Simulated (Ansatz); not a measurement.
Reaction (isomerisation): `C=CC(=C)[SiH3]` → `C#CCC[SiH3]`

Program: Ansatz. Geometries: PBE0-D4/def2-TZVP. ΔE: electronic, gas phase. CBS: MP2 limit from def2 TZ/QZ plus the TZ coupled-cluster correction, frozen cores. DFT in def2-TZVPP. B3LYP here is the variant with VWN-RPA as its local correlation; programs differ in this. Each species was taken in one conformer, which may not be the lowest.

Is it downhill or uphill in electronic energy at CCSD(T)/CBS, and by how much? (An estimate is asked.)

The calculation gave: Uphill: ΔE = +63.3 kJ/mol.

What do these levels give: PBE-D4, PBE0-D4, B3LYP-D4, ωB97X-V, B2PLYP, PBE0, B3LYP, HF/def2-TZVPP, MP2/def2-TZVPP, SCS-MP2/def2-TZVPP, CCSD/def2-TZVPP, MP2/CBS(def2)? (Estimate.)

The calculation gave: PBE-D4 74.4, PBE0-D4 70.2, B3LYP-D4 74.5, ωB97X-V 60.6, B2PLYP 62.3, PBE0 67.0, B3LYP 68.3, HF/def2-TZVPP 60.4, MP2/def2-TZVPP 52.9, SCS-MP2/def2-TZVPP 54.1, CCSD/def2-TZVPP 59.9, MP2/CBS(def2) 52.3 kJ/mol.

Largest T1 diagnostic among the species: 0.012.

The D4 term adds +6.2 kJ/mol with B3LYP and +3.2 kJ/mol with PBE0; it sums over pairs of atoms, weighted by their polarisabilities, and B3LYP, whose exchange is more repulsive, gets the larger term. From PBE to PBE0 (25 % exact exchange), in def2-TZVPP and without D4, ΔE moves by −3.6 kJ/mol.
